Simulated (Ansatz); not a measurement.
Input file:

```yaml
crystal:
  periodic: [false, false, false]
  atoms:
    - { symbol: Si, position_ang: [-0.137108, -0.07947, -0.229771] }
    - { symbol: O, position_ang: [0.708648, -0.154229, 1.23591] }
    - { symbol: H, position_ang: [1.265629, 0.692396, 1.278452] }
    - { symbol: Cl, position_ang: [1.334875, 0.124719, -1.779902] }
    - { symbol: "N", position_ang: [-1.161066, 1.349174, -0.260394] }
    - { symbol: C, position_ang: [-2.115373, 1.456184, -1.395639] }
    - { symbol: H, position_ang: [-2.648277, 0.501737, -1.52678] }
    - { symbol: H, position_ang: [-2.861853, 2.237315, -1.175651] }
    - { symbol: H, position_ang: [-1.629952, 1.7152, -2.357695] }
    - { symbol: C, position_ang: [-0.500158, 2.659084, -0.013989] }
    - { symbol: H, position_ang: [0.128367, 3.002277, -0.860144] }
    - { symbol: H, position_ang: [-1.268138, 3.428178, 0.170286] }
    - { symbol: H, position_ang: [0.134561, 2.595749, 0.884234] }
    - { symbol: Si, position_ang: [-1.317193, -1.983655, -0.509527] }
    - { symbol: H, position_ang: [-2.469832, -1.973, 0.358617] }
    - { symbol: H, position_ang: [-1.759742, -2.101871, -1.877294] }
    - { symbol: H, position_ang: [-0.486187, -3.115888, -0.181614] }
basis:
  gaussian: { orbitals: STO-3G }
hamiltonian:
  xc: pbe0
md:
  timestep: 0.5
  n_steps: 162
  ensemble: nve
  temperature: 700.0
  initial_velocities: maxwell_boltzmann
  seed: 170215
  masses: [{ species: H, mass: 3.016 }]
```

Launched with:

```bash
$ ansatz run input.yaml --threads 1 --pin off --max-ram 2048MiB --backend cpu --events-out ev --progress --plain --runs-dir out
```

Hardware: 1 thread of Arm Neoverse V2 (shared host).

Task: Roughly how long does this run take, and how much memory?

Result: 14 min, with a peak of 0.16 GiB, for 163 ionic steps.
